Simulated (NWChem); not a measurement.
System: CH$_{3}$O$_{2}$ cation; SMILES C([OH2+])=O

The following NWChem deck was run.

```
start job
memory heap 200 mb stack 900 mb global 1100 mb
charge 1
geometry units angstroms noautosym nocenter noautoz
  O     -0.275730     1.235055    -0.072469
  C      0.462497     0.360935    -0.013984
  O     -0.167687    -1.085811     0.036845
  H      1.554249     0.206615    -0.001078
  H      0.322316    -1.893553     0.292862
  H     -1.141483    -1.159687     0.126699
end
basis spherical
  O library aug-cc-pvdz
  C library aug-cc-pvdz
  H library aug-cc-pvdz
end
dft
  xc b3lyp
  iterations 150
end
property
  response 1 0.0773
end
task dft property
```

Output (shortened):

```
             Northwest Computational Chemistry Package (NWChem) 7.3.0
             --------------------------------------------------------

                             Geometry "geometry" -> ""
                             -------------------------

 Output coordinates in angstroms (scale by  1.889725989 to convert to a.u.)

  No.       Tag          Charge          X              Y              Z
 ---- ---------------- ---------- -------------- -------------- --------------
    1 O                    8.0000    -0.27573000     1.23505500    -0.07246900
    2 C                    6.0000     0.46249700     0.36093500    -0.01398400
    3 O                    8.0000    -0.16768700    -1.08581100     0.03684500
    4 H                    1.0000     1.55424900     0.20661500    -0.00107800
    5 H                    1.0000     0.32231600    -1.89355300     0.29286200
    6 H                    1.0000    -1.14148300    -1.15968700     0.12669900

 Effective nuclear repulsion energy (a.u.)      74.8391822404

                              NWChem Property Module
                              ----------------------

                                 NWChem DFT Module
                                 -----------------

 Summary of "ao basis" -> "ao basis" (spherical)
 ------------------------------------------------------------------------------
       Tag                 Description            Shells   Functions and Types
 ---------------- ------------------------------  ------  ---------------------
 O                        aug-cc-pvdz                9       23   4s3p2d
 C                        aug-cc-pvdz                9       23   4s3p2d
 H                        aug-cc-pvdz                5        9   3s2p

            General Information
            -------------------
          SCF calculation type: DFT
          Wavefunction type:  closed shell.
          No. of atoms     :     6
          No. of electrons :    24
           Alpha electrons :    12
            Beta electrons :    12
          Charge           :     1
          Spin multiplicity:     1
          Use of symmetry is: off; symmetry adaption is: off
          Maximum number of iterations: 150
          AO basis - number of functions:    96
                     number of shells:    42
          Convergence on energy requested:  1.00D-06
          Convergence on density requested:  1.00D-05
          Convergence on gradient requested:  5.00D-04

              XC Information
              --------------
                         B3LYP Method XC Potential
                     Hartree-Fock (Exact) Exchange  0.200
                        Slater Exchange Functional  0.800 local
                    Becke 1988 Exchange Functional  0.720 non-local
              Lee-Yang-Parr Correlation Functional  0.810
                  VWN I RPA Correlation Functional  0.190 local

             Grid Information
             ----------------
          Grid used for XC integration:  medium
          Radial quadrature: Mura-Knowles
          Angular quadrature: Lebedev.
          Tag              B.-S. Rad. Rad. Pts. Rad. Cut. Ang. Pts.
          ---              ---------- --------- --------- ---------
          O                   0.60       49          13.0       434
          C                   0.70       49          12.0       434
          H                   0.35       45          14.0       434
          Grid pruning is: on
          Number of quadrature shells:   282
          Spatial weights used:  Erf1

      Superposition of Atomic Density Guess
      -------------------------------------

 Sum of atomic energies:        -188.69865521

 Renormalizing density from      25.00 to     24

      Non-variational initial energy
      ------------------------------

 Total energy =    -184.741844
 1-e energy   =    -389.485062
 2-e energy   =     129.904036
 HOMO         =      -0.857111
 LUMO         =      -0.387372

   convergence    iter        energy       DeltaE   RMS-Dens  Diis-err
 ---------------- ----- ----------------- --------- --------- ---------
 d= 0,ls=0.0,diis     1   -189.8006040023 -2.65D+02  2.51D-02  2.58D+00
 d= 0,ls=0.0,diis     2   -189.0027444680  7.98D-01  1.82D-02  1.02D+01
 d= 0,ls=0.0,diis     3   -190.0121105050 -1.01D+00  3.80D-03  4.04D-01
 d= 0,ls=0.0,diis     4   -190.0452355642 -3.31D-02  1.09D-03  6.22D-02
 d= 0,ls=0.0,diis     5   -190.0506561516 -5.42D-03  2.14D-04  1.18D-03
  Resetting Diis
 d= 0,ls=0.0,diis     6   -190.0507949577 -1.39D-04  3.42D-05  3.46D-05
 d= 0,ls=0.0,diis     7   -190.0507986229 -3.67D-06  2.18D-05  2.11D-06
 d= 0,ls=0.0,diis     8   -190.0507979920  6.31D-07  1.45D-05  9.12D-06
 d= 0,ls=0.0,diis     9   -190.0507988373 -8.45D-07  1.85D-06  1.09D-07

         Total DFT energy =     -190.050798837318
      One electron energy =     -400.672400671454
           Coulomb energy =      159.144094053843
    Exchange-Corr. energy =      -23.361674460152
 Nuclear repulsion energy =       74.839182240444

 Numeric. integr. density =       24.000003466203

                       DFT Final Molecular Orbital Analysis
                       ------------------------------------

 Vector   10  Occ=2.000000D+00  E=-7.285731D-01
              MO Center= -3.9D-02,  1.5D-02,  5.5D-03, r^2= 1.7D+00
   Bfn.  Coefficient  Atom+Function         Bfn.  Coefficient  Atom+Function
  ----- ------------  ---------------      ----- ------------  ---------------
    53      0.401378  3 O  pz                 7      0.339323  1 O  pz
    30      0.332893  2 C  pz                56      0.259565  3 O  pz
    10      0.194320  1 O  pz                33      0.116198  2 C  pz
    52      0.073083  3 O  py                 5     -0.072184  1 O  px
     6      0.060928  1 O  py                55      0.051137  3 O  py

 Vector   11  Occ=2.000000D+00  E=-6.586660D-01
              MO Center= -1.4D-01, -1.0D-01, -3.5D-02, r^2= 1.9D+00
   Bfn.  Coefficient  Atom+Function         Bfn.  Coefficient  Atom+Function
  ----- ------------  ---------------      ----- ------------  ---------------
    53      0.487006  3 O  pz                 7     -0.395764  1 O  pz
    56      0.319302  3 O  pz                10     -0.228023  1 O  pz
    30     -0.218775  2 C  pz                33     -0.084058  2 C  pz
    49     -0.075251  3 O  s                 52      0.052245  3 O  py
     5     -0.050263  1 O  px                29     -0.048300  2 C  py

 Vector   12  Occ=2.000000D+00  E=-6.051266D-01
              MO Center= -6.2D-02,  6.5D-01, -3.3D-02, r^2= 1.6D+00
   Bfn.  Coefficient  Atom+Function         Bfn.  Coefficient  Atom+Function
  ----- ------------  ---------------      ----- ------------  ---------------
     5      0.445543  1 O  px                 6      0.340161  1 O  py
     8      0.254524  1 O  px                52      0.254483  3 O  py
     9      0.209954  1 O  py                49      0.197439  3 O  s
    70     -0.168366  4 H  s                 55      0.157427  3 O  py
    71     -0.128745  4 H  s                 29      0.128088  2 C  py

 Vector   13  Occ=0.000000D+00  E=-2.918822D-01
              MO Center=  3.2D-01,  5.2D-01, -1.8D-02, r^2= 1.6D+00
   Bfn.  Coefficient  Atom+Function         Bfn.  Coefficient  Atom+Function
  ----- ------------  ---------------      ----- ------------  ---------------
    30      0.558517  2 C  pz                33      0.464852  2 C  pz
     7     -0.431192  1 O  pz                10     -0.335218  1 O  pz
    13     -0.163185  1 O  pz                53     -0.147814  3 O  pz
    36      0.143825  2 C  pz                56     -0.113629  3 O  pz
    78      0.053298  4 H  pz                43     -0.046659  2 C  d -1

 Vector   14  Occ=0.000000D+00  E=-2.489593D-01
              MO Center= -1.8D-01, -1.3D+00,  2.2D-01, r^2= 4.1D+00
   Bfn.  Coefficient  Atom+Function         Bfn.  Coefficient  Atom+Function
  ----- ------------  ---------------      ----- ------------  ---------------
    49      0.542596  3 O  s                 80     -0.306571  5 H  s
    89     -0.286081  6 H  s                 29      0.256491  2 C  py
    48      0.247668  3 O  s                 26     -0.199687  2 C  s
    81     -0.188422  5 H  s                 32      0.185259  2 C  py
    79     -0.176359  5 H  s                 88     -0.165615  6 H  s

 Vector   15  Occ=0.000000D+00  E=-1.959973D-01
              MO Center=  1.3D+00, -5.5D-01,  1.3D-01, r^2= 3.9D+00
   Bfn.  Coefficient  Atom+Function         Bfn.  Coefficient  Atom+Function
  ----- ------------  ---------------      ----- ------------  ---------------
    26      0.682252  2 C  s                 71     -0.457457  4 H  s
    72     -0.367943  4 H  s                 29     -0.322804  2 C  py
    52     -0.283730  3 O  py                25      0.268289  2 C  s
    80     -0.268290  5 H  s                 32     -0.256993  2 C  py
    27      0.254707  2 C  s                 55     -0.232264  3 O  py

     Multipole analysis of the density
     ---------------------------------

     L   x y z        total         alpha         beta         nuclear
     -   - - -        -----         -----         ----         -------
     0   0 0 0      1.000000    -12.000000    -12.000000     25.000000

     1   1 0 0      0.483433      0.276934      0.276934     -0.070434
     1   0 1 0     -1.735453     -1.352382     -1.352382      0.969310
     1   0 0 1      0.320454      0.113374      0.113374      0.093706

     2   2 0 0     -7.156727    -14.182906    -14.182906     21.209085
     2   1 1 0      1.496411     -0.623864     -0.623864      2.744139
     2   1 0 1     -0.078269     -0.074338     -0.074338      0.070408
     2   0 2 0     -6.155798    -51.982772    -51.982772     97.809745
     2   0 1 1     -1.115237      2.599322      2.599322     -6.313880
     2   0 0 2    -11.764858     -6.160740     -6.160740      0.556621

 *** CALLING NEW AORESP DRIVER FOR CLOSED AND OPEN SHELLS ***
 Entering AOResponse driver routine

--------------------------------------------------------------------------------

          -----------------------------------------------
          Solving response equations for perturbing field
          -----------------------------------------------

 number of frequencies:     1
 frequency in a.u.:  0.7730000E-01
 Perturbing field: electric
 Using El. Dipole Length Gauge

 Setting up CPKS with frequency omega =      0.07730000 a.u.

                            NWChem Dynamic CPHF Module
                            --------------------------

    scftype = RHF
    nclosed =   12
      nopen =    0
  variables =     2016
  num. vecs =        3
  tolerance =   1.0D-04
  max. iter =   50

 SCF residual:    1.6875217612057311E-004

Iterative solution of linear equations
  No. of variables     2016
  No. of equations        3
  Maximum subspace       30
       Convergence  1.0D-04

   iter   nsub   residual    time
   ----  ------  --------  ---------
     1      3    5.65D+00      19.1
     2      6    2.79D+00      24.1
     3      9    1.99D-01      29.2
     4     12    2.49D-02      34.1
     5     15    3.73D-03      39.2
     6     18    8.22D-04      44.3
     7     21    9.00D-05      49.5

 Electric Dipole Response Matrix (nonzero elements):

              1        2        3
    1   20.2032  -0.5177   0.0710
    2   -0.5178  26.7810  -1.1242
    3    0.0710  -1.1243  13.6688

 ------------------------------------------
 average:        20.21768 + I       0.00000

 DFT Linear Response polarizability / au
 Frequency  =       0.0773000 / au
 Wavelength =     589.4353558 / nm
              X              Y              Z
 -----------------------------------------------
 X      20.2031634     -0.5177314      0.0709873
 Y      -0.5177707     26.7810398     -1.1242359
 Z       0.0710194     -1.1242965     13.6688234
 -----------------------------------------------
 Eigenvalues =      20.1627059     26.9172993     13.5730214
 Isotropic   =      20.2176755
 Anisotropic =      11.5567778
 -----------------------------------------------

 Magnetic Dipole Response Matrix (nonzero elements):
```

Level: B3LYP/aug-cc-pVDZ. All runs use the structure optimised with PBE0/def2-SVP. B3LYP is NWChem's, with the RPA form of VWN correlation.
